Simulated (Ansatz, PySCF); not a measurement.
Molecule: TlCl, net charge -1, doublet state. 
Coordinates optimised at B3LYP-D3(BJ)/def2-TZVP (Ansatz, an electronic-structure program):
```xyz
2

Tl     0.0000     0.0000    -0.4748
Cl     0.0000     0.0000     2.2623
```
Charge -1, spin multiplicity 2.

Total electronic energies in hartree. Valence correlation only, unless marked. UHF or UKS for open shells. Spin-orbit coupling is left out. The frozen core is the preceding noble-gas configuration, with the filled d and f shells of earlier blocks. Past Kr the def2 sets carry scalar-relativistic core potentials. Basis-set limits of correlation are two-point, X^-3; Hartree-Fock from the larger set. The bracket is a focal-point correction in the basis named.

| level | program | energy (Eh) |
|---|---|---|
| BLYP-D3(BJ)/def2-TZVPD | Ansatz + dftd3 | -632.81157 |
| revPBE/def2-TZVPD | Ansatz | ___ |
| BP86-D3(BJ)/def2-TZVPD | PySCF + dftd3 | ___ |
| TPSS-D4/def2-TZVPD | PySCF + dftd4 | -632.79952 |
| TPSSh/def2-TZVPD | PySCF | -632.78449 |
| r2SCANh-D4/def2-TZVPD | Ansatz + dftd4 | -632.85032 |
| r2SCAN0/def2-TZVPD | Ansatz | -632.81221 |
| MN15-D3(BJ)/def2-TZVPD | PySCF + dftd3 | ___ |
| B2PLYP-D3(BJ)/def2-TZVPD | Ansatz + dftd3 | -632.36976 |
| RPA@PBE/def2-QZVPP | Ansatz | -631.55003 |
| RI-MP2/def2-TZVPPD | Ansatz | -631.34972 |
| CCSD(T)/def2-QZVPP | Ansatz | -631.41839 |
| RI-MP2/CBS(def2-TZVPPD,def2-QZVPPD)+[CCSD(T)-MP2]/def2-SVPD | Ansatz | -631.4282 |
| RI-MP2/CBS(def2-TZVPPD,def2-QZVPPD)+[CCSD(T)-MP2]/def2-QZVPPD | Ansatz | -631.4367 |
| CCSD(T)/CBS(def2-TZVPPD,def2-QZVPPD) | Ansatz | -631.4369 |

Q: Complete the blanks.

A: 
- revPBE/def2-TZVPD, energy (Eh): -632.82664
- BP86-D3(BJ)/def2-TZVPD, energy (Eh): -633.02823
- MN15-D3(BJ)/def2-TZVPD, energy (Eh): -632.41611
